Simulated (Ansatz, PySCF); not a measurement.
Si(Cl)2(F)(OSiH3) (Cl₂FH₃OSi₂), SMILES F[Si](Cl)(Cl)O[SiH3]. Atoms are numbered in the order given.

```xyz
9

F      1.4562    -0.5766     1.3793
Si     0.5135     0.0731     0.2580
Cl     0.9920    -0.7776    -1.5306
Cl     0.8829     2.0676     0.2098
O     -1.0334    -0.2131     0.6236
Si    -2.4614    -0.9157     0.0987
H     -2.2720    -2.3881    -0.0235
H     -2.8351    -0.3396    -1.2235
H     -3.5012    -0.6065     1.1143
```

The structure is a stationary point at PBE0-D3(BJ)/def2-SVP. This is a generated structure with no PubChem entry under its InChIKey; it may be hypothetical. Other conformers were not sampled.

Two levels are set side by side: PBE-D3(BJ)/def2-SVP (Ansatz, a first-principles code) and PBE0-D3(BJ)/def2-SVP (Ansatz). Each level has its own optimised geometry; the coordinates shown are those of the second. Frequencies come from the Hessian of PySCF at each geometry. Differences are taken from unrounded values.

```csv
quantity,PBE0-D3(BJ),PBE-D3(BJ),PBE-D3(BJ) minus PBE0-D3(BJ)
mean bond length (Å),1.678,1.693,0.015
bond F1–Si2 (Å),1.602,1.619,0.016
bond Si2–Cl3 (Å),2.038,2.055,0.018
bond Si2–Cl4 (Å),2.029,2.044,0.015
bond Si2–O5 (Å),1.615,1.635,0.020
bond O5–Si6 (Å),1.676,1.694,0.018
bond Si6–H7 (Å),1.490,1.501,0.011
bond Si6–H8 (Å),1.490,1.501,0.011
bond Si6–H9 (Å),1.486,1.497,0.011
highest harmonic wavenumber (cm⁻¹),2281,2210,-71
mean harmonic wavenumber (cm⁻¹),781,754,-26
zero-point energy (kcal/mol),23.43,22.64,-0.79
```

Exact exchange shortens and stiffens bonds; PBE has none. Differences between two approximate levels are no errors against the true value.
